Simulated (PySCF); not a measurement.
Species: C4HClFN.
Numbering: `[N:1]#[C:2][C:3]1=[C:4]([Cl:5])[C@@H:6]1[F:7]` (hydrogens: H8 on C6)

Method: PySCF 2.14.0, PBE0-D3(BJ)/def2-SVP geometry optimisation, gas phase.

What internal coordinates does the optimisation give?

| bond | length (bohr) |
| --- | --- |
| N1≡C2 | 2.193 |
| C2–C3 | 2.645 |
| C3=C4 | 2.482 |
| C4–Cl5 | 3.160 |
| C4–C6 | 2.759 |
| C6–F7 | 2.562 |
| C3–C6 | 2.824 |
| C6–H8 | 2.077 |

A selection of angles:
| angle | degrees |
| --- | --- |
| N1–C2–C3 | 178.9 |
| C2–C3–C4 | 151.3 |
| C2–C3–C6 | 146.5 |
| C4–C3–C6 | 62.3 |
| C3–C4–Cl5 | 148.1 |
| C3–C4–C6 | 64.9 |
| Cl5–C4–C6 | 147.0 |
| C4–C6–F7 | 119.4 |
| C4–C6–H8 | 123.3 |
| F7–C6–H8 | 110.0 |
| C3–C6–C4 | 52.8 |
| C3–C6–F7 | 119.1 |
| C3–C6–H8 | 121.8 |

Torsions: C2–C3–C4–Cl5 -1° (synperiplanar); C3–C4–C6–F7 106° (anticlinal); C2–C3–C6–C4 180° (antiperiplanar).

The 3-membered ring C3–C4–C6 has internal angles of 52.8° to 64.9°. The C–C distances run from 1.313 Å (C3=C4, drawn double) to 1.494 Å (C3–C6, drawn single), a spread of 0.181 Å.

Point group: C1 (no symmetry element, even within 0.4 Å). No frequency check.
